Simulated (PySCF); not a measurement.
# Structure from NMR data

Molecular formula: C₇H₅NO. Simulated spectra:

¹H NMR (400 MHz, computed): δ 7.72 (m, 2H), 7.61 (m, 2H), 7.53 (t, 1H).

¹³C{¹H} NMR (computed): δ 161.6 (C), 137.3 (CH), 132.1 (CH), 120.6 (CH), 113.6 (C).

[PySCF: PBE0-D3(BJ)/def2-TZVP geometry; σ from GIAO-B97-2/pcSseg-2; equivalent nuclei averaged; no solvent; single conformer; no relativistic terms]

Shifts are taken against calculated references (same method and geometry level): ¹H, ¹³C against TMS.

Which of these isomers gave the spectra?
A. N#Cc1ccc(O)cc1
B. O=C=Nc1ccccc1
C. N#Cc1ccccc1O
D. N#COc1ccccc1

## Answers

D. 

Rings plus π bonds: 6 (1 ring in the answer). 5 carbon signals for 7 carbons: some carbons are equivalent by symmetry or fast rotation. Carbon types of the structure: 2 × C, 5 × CH, which accounts for all hydrogens. δC 161.6: aromatic carbon bearing oxygen; the electronegative substituent deshields the carbon that carries it. δC 137.3, 132.1, 120.6: aromatic CH. δC 113.6: nitrile carbon; C≡N carbons fall here, among the sp2 signals but without a proton. δH 7.72, 7.61, 7.53: hydrogen on an aromatic CH; ring-current deshielding.

The others: N#Cc1ccc(O)cc1 would give 2 signals for carbon-bound and other non-exchanging H, not 3; N#Cc1ccccc1O would give 7 carbon signals, not 5; O=C=Nc1ccccc1 has carbons computed at 142.3, 136.4, 132.0, 131.9, 131.1.

Shifts are as computed. Against solution values, carbons near 30 ppm lie about +3 ppm off and those near 130 ppm about +7 ppm. Of 1309 compounds with measured shifts, 239 miss one by over three times the rms of a fit or turn the order of signals round; such compounds aren't used in these exercises. No couplings were computed; multiplicities are counted from neighbouring protons, with m where these are inequivalent, close in shift, in a saturated or five-membered ring or joined by F or P, and br s for small geminal =CH2 splittings.
